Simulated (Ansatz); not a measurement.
C5H10, SMILES `CCC1CC1` (C–C–C–C torsion 154°) (charge 0, multiplicity 1).

Calculation: HSE06/cc-pVTZ // PBE0-D3(BJ)/def2-TZVP (Ansatz, a first-principles code).

Ansatz 0.2 input:
```yaml
crystal:
  periodic: [false, false, false]
  atoms:
    - { symbol: C, position_ang: [1.853474, -0.605951, 0.388418] }
    - { symbol: C, position_ang: [0.85325, -0.055866, -0.615219] }
    - { symbol: C, position_ang: [-0.326127, 0.606033, 0.041922] }
    - { symbol: C, position_ang: [-1.637647, 0.695562, -0.671266] }
    - { symbol: C, position_ang: [-1.482808, -0.22667, 0.502152] }
    - { symbol: H, position_ang: [2.251944, 0.191284, 1.021892] }
    - { symbol: H, position_ang: [1.382306, -1.342583, 1.044188] }
    - { symbol: H, position_ang: [2.697902, -1.087969, -0.109615] }
    - { symbol: H, position_ang: [0.48882, -0.866365, -1.257031] }
    - { symbol: H, position_ang: [1.35004, 0.659279, -1.280694] }
    - { symbol: H, position_ang: [-0.073322, 1.451331, 0.6763] }
    - { symbol: H, position_ang: [-1.701541, 0.250362, -1.657448] }
    - { symbol: H, position_ang: [-2.237413, 1.588179, -0.544661] }
    - { symbol: H, position_ang: [-1.978692, 0.034953, 1.428454] }
    - { symbol: H, position_ang: [-1.440189, -1.291583, 0.303147] }
basis:
  gaussian: { orbitals: cc-pVTZ }
hamiltonian:
  xc: hse06
```

Output:

```
Functional definition: HSE06
1465 factors; their error is unknown
122 factors; integrals over basis functions are off by at most 3.1e-7 eV
mean field evaluation 1: about -5330.2690 eV, gradient 7.2e1 eV
mean field evaluation 2: about -5320.8823 eV, gradient 9.3e1 eV
mean field evaluation 4: about -5342.5088 eV, gradient 4.8e0 eV
mean field evaluation 8: about -5342.5574 eV, gradient 7.1e-2 eV
mean field evaluation 16: about -5342.5388 eV, gradient 5.7e-5 eV
mean field -5342.53878409 eV, -196.3346790124 hartree, gradient 5.7e-5 eV, S^2 0.000000; 0 other end points of the search recorded, 0 dependent functions left out
reference -5342.53882523 eV, -196.3346805244 hartree; 20, 20 occupied and 270, 270 virtual orbitals, 1465 factors
Total energy: -5342.53882523 eV, -196.3346805244 hartree
```
